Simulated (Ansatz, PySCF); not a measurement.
Ways to break one bond of O[SiH2]O [dihydroxysilane]:

A. O[SiH2]O → O[SiH2] + [OH] (HO)
B. O[SiH2]O → O[SiH]O + H atom

Quantity: bond dissociation energy (enthalpy at 298 K, with B3LYP-D3(BJ) rigid-rotor harmonic-oscillator terms from PySCF), kcal/mol. Geometries: B3LYP-D3(BJ)/def2-TZVP minima from Ansatz (a program for electronic structure), one conformer each, not searched for the lowest. Cores are frozen in the correlated levels unless marked. UHF or UKS for open shells. No spin-orbit coupling. Non-relativistic. Basis-set limits of correlation are two-point, X^-3; Hartree-Fock from the larger set (for Q and 5 zeta extrapolated as (X+1)exp(-9√X)).

```json
[
 {"": "A", "HF/cc-pV(T+d)Z (Ansatz)": "97.7", "SCS-MP2/6-31G (Ansatz)": "99.4", "SCS-MP2/aug-cc-pV(D+d)Z (Ansatz)": "124.5", "CCSD(T)/CBS(cc-pV(Q+d)Z,cc-pV(5+d)Z) (Ansatz)": "132.3"},
 {"": "B", "HF/cc-pV(T+d)Z (Ansatz)": "75.3", "SCS-MP2/6-31G (Ansatz)": "75.4", "SCS-MP2/aug-cc-pV(D+d)Z (Ansatz)": "90.7", "CCSD(T)/CBS(cc-pV(Q+d)Z,cc-pV(5+d)Z) (Ansatz)": "95.4"}
]
```
